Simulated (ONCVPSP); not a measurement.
**What one change does to a pseudopotential (tungsten, ONCV)**

```json
{
  "Element": "W",
  "Generator": "ONCVPSP 4.0.1",
  "Type": "optimised norm-conserving Vanderbilt (ONCV)",
  "Functional": "PBE",
  "Relativity": "scalar-relativistic",
  "Frozen core": "[Kr] 4d10 4f14",
  "Valence charge": "14",
  "Reference configuration": "5s2 5p6 5d4 6s1 (charge +1)",
  "Partial waves": "5s+6s: rc 1.45 bohr, ncon 4, nbas 9, qcut 7.1 1/bohr, 3 projectors, debl 1.2 Ha; 5p: rc 1.45 bohr, ncon 4, nbas 7, qcut 7.8 1/bohr, 2 projectors, debl 1.7 Ha; 5d: rc 2.15 bohr, ncon 4, nbas 9, qcut 6.1 1/bohr, 1 projector",
  "Local potential": "polynomial inside 1.10 bohr (lpopt 5, dvloc0 0 Ha)",
  "Core correction": "Teter function, fcfact 4, rcfact 1.05"
}
```

In the p channel the program set the typed energies aside and used -1.864, 0.250 Ha.

Change: core correction Teter function, fcfact 4, rcfact 1.44.

Cutoffs: the cutoffs (Ha) at which the residual kinetic energy of the hardest occupied pseudo-wave falls to 1 and 0.1 mHa per electron; they do not see the model core or the augmentation charge, which bear on the density cutoff. Errors are all-electron minus pseudo energies relative to the spin-unpolarised reference configuration.

Problem. Predict the effect on cutoff, ghosts and configuration errors.

Solution. The potential gets neither clearly harder nor softer (26 Ha and 32 Ha → 26 Ha and 32 Ha); of the 4 tests that both files solve, the error grows in 2 and shrinks in 2 by more than 15 % and 0.3 meV (median size 2.0 → 3.1 meV); neither file shows a bound ghost. A model core, the more so a compact one, raises the density cutoff, which this test does not measure.

```csv
quantity,base,changed
"cutoff, loose",26 Ha,26 Ha
"cutoff, tight",32 Ha,32 Ha
bound ghosts,none,none
GHOST(+) flags under 300 eV,s at 259.9 eV,s at 259.9 eV
"error for 5s2 5p6 5d4 6s2, meV [ΔE -8.88 eV]",+4.6,+3.5
"error for 5s2 5p6 5d4 6s0, meV [ΔE 15.68 eV]",-0.6,-2.7
"error for 5s2 5p6 5d3 6s0, meV [ΔE 41.06 eV]",+0.5,-6.9
"error for 5s2 5p6 5d3 6s2, meV [ΔE -0.05 eV]",+3.5,-2.0
s: phases at 1.47 bohr within 0.05 rad from the reference energy up to (Ha; the scan ends near 5),to the end of the scan,to the end of the scan
p: phases at 1.47 bohr within 0.05 rad from the reference energy up to (Ha; the scan ends near 5),4.8,4.8
d: phases at 2.19 bohr within 0.05 rad from the reference energy up to (Ha; the scan ends near 5),1.6,1.6
"rms error of d²Exc/dni dnj with the model core, mHa",3.40,0.38
```
